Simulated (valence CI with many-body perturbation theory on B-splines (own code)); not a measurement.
Values are calculated unless marked as measured or tabulated.
**Sensitivity of CI+MBPT for Ga X**

Method: valence CI with perturbative core correlation (CI+MBPT): four valence electrons over a frozen Dirac-Fock core [Ar], radial functions for each j: 6 s, 6 p, 5 d, 5 f, 1 g, with the one-electron correlation potential Σ1 (screened to all orders), the two-electron term Σ2, the three-electron term Σ3, Breit, model QED; selected single and double excitations, second order for the rest, scaled by the run's own slope (own B-spline code, finite nucleus).

No measured levels were compared; by estimate terms of the open shell hold to 2 to 4 % of their energy, and close levels can change places. Only levels of the ground parity were solved; by the run's estimate the other parity begins above the list, which can be wrong where configurations are misplaced.

The reference run has the lowest level 3d⁴ ⁵D_0 and an ionisation energy of 243.446 eV. Its largest variational space holds 7523 state functions.

Changed runs:
A. shift of the energy in Σ1 (hartree) 0 → -1.408
B. screening of Σ1 on → off; Breit term on → off
C. logarithmic knot step 0.27 → 0.4; shift of the energy in Σ1 (hartree) 0 → 1.878
D. scale of Σ2 1 → -1 (bad on purpose)

Excitation energies of the reference run in cm⁻¹, and shifts in cm⁻¹:

```
                 Level  Reference       A       B       C       D
              3d⁴ ⁵D_1        664       0     +84     +14     -89
              3d⁴ ⁵D_2       1825     +10    +236     +36    -214
              3d⁴ ⁵D_3       3343     +18    +445     +62    -360
              3d⁴ ⁵D_4       5105     +25    +705     +90    -513
              3d⁴ ³P_0      38678     -51    -181    +7.7   +1524
              3d⁴ ³H_4      40128     -32    +320     +53   +2293
              3d⁴ ³H_5      41640     -21    +636     +90   +2108
              3d⁴ ³P_1      42537     -37    +139     +76   +1167
              3d⁴ ³H_6      42918     -14    +977    +115   +1928
              3d⁴ ³F_3      45102     -32    +310     +77   +2344
              3d⁴ ³F_2      45377     -28    +333     +91   +1970
              3d⁴ ³F_4      45858     -23    +520    +103   +2169
Ionisation energy (eV)    243.446  -0.422  +0.103  +0.486  -9.711
```
